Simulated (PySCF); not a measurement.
C3H6OSi.
Atom-mapped SMILES: `[SiH3:1][O:2][CH:3]1[CH:4]=[CH:5]1` (hydrogens: H6, H7, H8 on Si1; H9 on C3; H10 on C4; H11 on C5)

Computed, not measured: PBE0-D3(BJ)/def2-SVP geometry optimisation, gas phase in PySCF.

Question: Give the optimised bond lengths and angles.

Answer: 
| bond | length (Å) | order |
| --- | --- | --- |
| Si1–O2 | 1.666 | single |
| O2–C3 | 1.403 | single |
| C3–C4, C3–C5 | 1.478 | single |
| C4=C5 | 1.305 | double |
| Si1–H6, Si1–H8 | 1.498 | single |
| Si1–H7 | 1.487 | single |
| C3–H9 | 1.103 | single |
| C4–H10, C5–H11 | 1.088 | single |

Bonds in one row agree within 0.01 Å and their mean is given. Orders are formal, as drawn. A selection of angles:
| angle | degrees |
| --- | --- |
| O2–Si1–H6 | 111.0 |
| O2–Si1–H7 | 106.7 |
| H6–Si1–H7 | 110.0 |
| H6–Si1–H8 | 108.0 |
| Si1–O2–C3 | 122.8 |
| O2–C3–C4 | 118.2 |
| O2–C3–C5 | 120.2 |
| O2–C3–H9 | 111.6 |
| C4–C3–C5 | 52.4 |
| C4–C3–H9 | 121.3 |
| C3–C4–C5 | 64.1 |
| C3–C4–H10 | 146.1 |
| C5–C4–H10 | 149.6 |
| C3–C5–H11 | 147.0 |

Torsions: Si1–O2–C3–C4 153° (antiperiplanar); O2–C3–C4–C5 -108° (anticlinal); O2–C3–C5–C4 104° (anticlinal). The mirror-image conformer, all signs reversed, is as good.

Si1 (oxygen-bound silicon) is tetrahedral (angles from 106.7° to 111.3°). The C–C distances run from 1.305 Å (C4=C5, drawn double) to 1.482 Å (C3–C5, drawn single), a spread of 0.177 Å. The 3-membered ring C3–C4–C5 has internal angles of 52.4° to 64.1°.

Point group: C1 (no symmetry element, even within 0.4 Å). No PBE0-D3(BJ)/def2-SVP frequencies stand behind this structure, so it isn't proved a minimum. The numbers are those of one conformer.
